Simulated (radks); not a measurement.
Task: Species: Mg4+. Configuration: [He] 2s2 2p4 (the NIST ground configuration). All-electron calculation, scalar-relativistic Kohn-Sham, PBE, spin-polarised, spherical densities, point nucleus; open shells are filled with parallel spins first. Program: a radial shooting solver on a logarithmic mesh with Libxc functionals. Some entries of the table are withheld. Estimate them.

orbital,occ.,eigenvalue (hartree),<r> (bohr)
1s up,1,-49.98059,0.1306
1s down,1,-49.87575,0.1303
2s up,1,(1),0.6456
2s down,1,(2),0.6537
2p up,3,(3),0.6012
2p down,1,(4),0.6131

Result: 
(1) 2s up eigenvalue (hartree): -6.00083
(2) 2s down eigenvalue (hartree): -5.77814
(3) 2p up eigenvalue (hartree): -4.83726
(4) 2p down eigenvalue (hartree): -4.59500
